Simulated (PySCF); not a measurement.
A structure optimised at B3LYP-D3(BJ)/def2-TZVP, used in a PySCF frequency run:

```
C
F 1 1.3294
F 1 1.3294 2 111.26
H 1 1.0891 2 114.16 3 -130.99
```
Charge 0, spin multiplicity 2.

### Question
Write its SMILES, formula and point group.

### Answer
F[CH]F, CHF2, Cs

### Question
What are its rotational constants (standard atomic weights)?

### Answer
67.176, 10.949, 9.5576 GHz
